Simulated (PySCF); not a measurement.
A GIAO shielding run with PySCF 2.14 (density fitting, non-relativistic, gas phase) on SMILES C#CC[SiH2]O[Si@@H](C)O[SiH3], C4H12O2Si3:

```
$ OMP_NUM_THREADS=1 python probes_run.py task.json out

{"job": {"kind": "nmr", "xc": "PBE0", "basis": "pcSseg-1"}, "charge": 0, "multiplicity": 1}
C      0.785720    -2.290919     0.230423
C      1.474823    -1.426373    -0.230242
C      2.279540    -0.367472    -0.785227
Si     1.275800     0.738603    -1.981885
O     -0.050345     1.312384    -1.257430
Si    -1.363306     1.175198    -0.307932
C     -2.371894    -0.338536    -0.823070
O     -0.909905     1.054392     1.240078
Si    -0.205620     0.454169     2.568700
H      0.207227    -3.062284     0.642816
H      3.137386    -0.804741    -1.300758
H      2.666973     0.238478     0.038055
H      2.049918     1.929326    -2.331903
H      0.846718    -0.038821    -3.146229
H     -2.010116     2.475787    -0.415002
H     -1.789566    -1.248516    -0.700398
H     -3.272979    -0.436121    -0.225922
H     -2.669537    -0.276100    -1.865234
H      1.242294     0.411994     2.373373
H     -0.587323     1.398795     3.617781
H     -0.744729    -0.882300     2.815007
```

Hardware: 1 thread of an Arm Neoverse V1, shared host. The job also computes population analyses, field gradients.

(1) How large is the calculation?

(2) How long does it take, and how much memory does it need?

## Answers

(1) 94 electrons, 234 basis functions and 1285 auxiliary functions.

(2) 69 s of wall time, with 15 SCF cycles and 5 response iterations; peak memory 1.1 GiB. Times on a shared host scatter by some tens of per cent.
